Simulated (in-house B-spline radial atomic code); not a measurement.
RPA and G0W0 for I III (I2+), [Kr] 4d10 5s2 5p3, highest spin, as one setting changes: the share of exact exchange in the PBE hybrid start. A dash marks a level of low quasi-particle weight. Computed with an all-electron radial atomic-structure program (B-spline basis): all electrons, scalar-relativistic (spin-free one-electron X2C), finite nucleus, each spin shell either full or empty, empty states to l = 9 with an (l + 1/2)⁻⁴ tail; G0W0 by contour deformation at full frequency.

Spin-orbit coupling, left out, splits p levels strongly here.

| share of exact exchange in the PBE hybrid start | mean-field level (eV) | G0W0 level (eV) | RPA correlation (Eh) |
| --- | --- | --- | --- |
| 0 | -25.488 | 5p up -30.57 | -4.0371 |
| 0.1 | -26.057 | 5p up -30.63 | -4.0005 |
| 0.2 | ? | ? | ? |
| 0.3 | -27.197 | 5p up -30.71 | -3.9311 |
| 0.4 | -27.767 | 5p up -30.75 | -3.8981 |
| 0.5 | -28.339 | 5p up -30.77 | -3.866 |
| 0.6 | ? | ? | ? |
| 0.7 | -29.483 | 5p up -30.82 | -3.8046 |
| 0.8 | -30.06 | 5p up -30.84 | -3.7752 |
| 0.9 | -30.63 | 5p up -30.85 | -3.7465 |
| 1 | -31.20 | 5p up -30.87 | -3.7186 |

(1) What belongs in the row for 0.2?

(2) What belongs in the row for 0.6?

(3) At what share of exact exchange does G0W0 leave the highest level unchanged?

Results:

(1) mean-field level (eV): -26.627; G0W0 level (eV): 5p up -30.68; RPA correlation (Eh): -3.9653.

(2) mean-field level (eV): -28.910; G0W0 level (eV): 5p up -30.80; RPA correlation (Eh): -3.8349.

(3) Near 0.94, where the shift changes sign (-0.225 eV at 0.9, +0.334 eV at 1).
